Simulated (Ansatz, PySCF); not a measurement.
Te(H)(iPr) (C3H8Te), SMILES CC(C)[TeH]. Atoms are numbered in the order given.

```xyz
12

Te    -0.7522     0.1955     0.3912
H     -1.7568    -0.3718    -0.8200
C      1.0619     0.0346    -0.8762
C      1.2458    -1.3780    -1.4120
C      2.2506     0.5184    -0.0529
H      0.8715     0.7353    -1.7019
H      2.1436    -1.4195    -2.0557
H      1.3821    -2.1013    -0.5927
H      0.3863    -1.7071    -2.0148
H      2.1167     1.5516     0.3029
H      3.1669     0.4919    -0.6679
H      2.4233    -0.1285     0.8230
```

Geometry optimised at B3LYP-D3(BJ)/def2-SVP. The def2 effective core potentials stand for the cores of Te; spin–orbit coupling is left out.

Two levels are set side by side: PBE-D3(BJ)/def2-SVP (Ansatz, a first-principles code) and B3LYP-D3(BJ)/def2-SVP (Ansatz). Each level has its own optimised geometry; the coordinates shown are those of the second. Frequencies come from the Hessian of PySCF at each geometry. Differences are taken from unrounded values.

```json
[
 {"quantity": "mean bond length (Å)", "B3LYP-D3(BJ)": "1.332", "PBE-D3(BJ)": "1.339", "PBE-D3(BJ) minus B3LYP-D3(BJ)": "0.006"},
 {"quantity": "bond Te1–C3 (Å)", "B3LYP-D3(BJ)": "2.219", "PBE-D3(BJ)": "2.223", "PBE-D3(BJ) minus B3LYP-D3(BJ)": "0.004"},
 {"quantity": "bond C3–C4 (Å)", "B3LYP-D3(BJ)": "1.522", "PBE-D3(BJ)": "1.523", "PBE-D3(BJ) minus B3LYP-D3(BJ)": "0.001"},
 {"quantity": "bond C3–C5 (Å)", "B3LYP-D3(BJ)": "1.525", "PBE-D3(BJ)": "1.526", "PBE-D3(BJ) minus B3LYP-D3(BJ)": "0.001"},
 {"quantity": "bond Te1–H2 (Å)", "B3LYP-D3(BJ)": "1.673", "PBE-D3(BJ)": "1.683", "PBE-D3(BJ) minus B3LYP-D3(BJ)": "0.010"},
 {"quantity": "bond C3–H6 (Å)", "B3LYP-D3(BJ)": "1.100", "PBE-D3(BJ)": "1.108", "PBE-D3(BJ) minus B3LYP-D3(BJ)": "0.009"},
 {"quantity": "bond C4–H7 (Å)", "B3LYP-D3(BJ)": "1.106", "PBE-D3(BJ)": "1.113", "PBE-D3(BJ) minus B3LYP-D3(BJ)": "0.008"},
 {"quantity": "bond C4–H8 (Å)", "B3LYP-D3(BJ)": "1.101", "PBE-D3(BJ)": "1.109", "PBE-D3(BJ) minus B3LYP-D3(BJ)": "0.008"},
 {"quantity": "bond C4–H9 (Å)", "B3LYP-D3(BJ)": "1.100", "PBE-D3(BJ)": "1.108", "PBE-D3(BJ) minus B3LYP-D3(BJ)": "0.008"},
 {"quantity": "bond C5–H10 (Å)", "B3LYP-D3(BJ)": "1.101", "PBE-D3(BJ)": "1.108", "PBE-D3(BJ) minus B3LYP-D3(BJ)": "0.008"},
 {"quantity": "bond C5–H11 (Å)", "B3LYP-D3(BJ)": "1.104", "PBE-D3(BJ)": "1.111", "PBE-D3(BJ) minus B3LYP-D3(BJ)": "0.008"},
 {"quantity": "bond C5–H12 (Å)", "B3LYP-D3(BJ)": "1.103", "PBE-D3(BJ)": "1.110", "PBE-D3(BJ) minus B3LYP-D3(BJ)": "0.008"},
 {"quantity": "highest harmonic wavenumber (cm⁻¹)", "B3LYP-D3(BJ)": "3126", "PBE-D3(BJ)": "3072", "PBE-D3(BJ) minus B3LYP-D3(BJ)": "-54"},
 {"quantity": "mean harmonic wavenumber (cm⁻¹)", "B3LYP-D3(BJ)": "1454", "PBE-D3(BJ)": "1417", "PBE-D3(BJ) minus B3LYP-D3(BJ)": "-37"},
 {"quantity": "zero-point energy (kcal/mol)", "B3LYP-D3(BJ)": "62.36", "PBE-D3(BJ)": "60.75", "PBE-D3(BJ) minus B3LYP-D3(BJ)": "-1.61"}
]
```

GGA bonds tend to be longer and softer than those of functionals with exact exchange. Differences between two approximate levels are no errors against the true value.
